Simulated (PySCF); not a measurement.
[WO2(H2O)5]2+ at several levels of theory

Computed with PySCF 2.14.0 (density fitting, no spin-orbit coupling) at the geometry relaxed with PBE:

```xyz
18
[WO2(H2O)5]2+ (singlet; a saddle point, relaxed within its symmetry)
W     0.0000    0.0000    0.0000
O     0.0000    0.0000    1.7936
O     0.0000    0.0000   -1.7936
O     2.1717   -0.0580    0.0000
H     2.6582    0.2519    0.7994
H     2.6582    0.2519   -0.7994
O     0.7263    2.0475    0.0000
H     0.5818    2.6059    0.7994
H     0.5818    2.6059   -0.7994
O    -1.7228    1.3234    0.0000
H    -2.2986    1.3586    0.7994
H    -2.2986    1.3586   -0.7994
O    -1.7910   -1.2296    0.0000
H    -2.0024   -1.7662    0.7994
H    -2.0024   -1.7662   -0.7994
O     0.6159   -2.0833    0.0000
H     1.0610   -2.4502    0.7994
H     1.0610   -2.4502   -0.7994
```

```json
{"level": "PBE", "basis": "W def2-SVP with ECP60, O def2-SVP, H def2-SVP", "state": "singlet", "HOMO (eV)": "-14.14", "gap (eV)": "2.26", "charge on W1 (e)": "0.78", "dipole about the centre of mass (D)": "0.00", "largest force component (eV/Å)": "0.01"}
{"level": "PBE", "basis": "W def2-TZVP with ECP60, O def2-TZVP, H def2-TZVP", "state": "singlet", "HOMO (eV)": "-14.37", "gap (eV)": "2.45", "charge on W1 (e)": "0.96", "dipole about the centre of mass (D)": "0.00", "largest force component (eV/Å)": "0.29"}
```

Charges are Mulliken's, which hang on the basis. The relaxation used the grid (50, 194), these runs (75, 302) or, all-electron (x2c bases, spin-free X2C Hamiltonian), (99, 590).

Question: Order these levels, in the first row's basis, by the HOMO–LUMO gap they give here, smallest first.
A. M06-L
B. r2SCAN
C. TPSSh
D. BLYP

Answer: D (2.26 eV), A (2.62 eV), B (2.68 eV), C (3.50 eV).

Question: And their other results?

Answer: 
| level | state | HOMO (eV) | gap (eV) | charge on W1 (e) | dipole about the centre of mass (D) | largest force component (eV/Å) |
| --- | --- | --- | --- | --- | --- | --- |
| M06-L | singlet | -14.60 | 2.62 | 1.36 | 0.01 | 0.52 |
| r2SCAN | singlet | -14.56 | 2.68 | 1.10 | 0.00 | 0.65 |
| BLYP | singlet | -14.04 | 2.26 | 0.77 | 0.00 | 0.45 |
| TPSSh | singlet | -15.00 | 3.50 | 1.02 | 0.00 | 0.58 |

In the first row's basis the gap widens with exact exchange: 2.3 to 2.7 eV for BLYP, PBE, M06-L, r2SCAN (none); 3.5 eV for TPSSh (a fixed share).
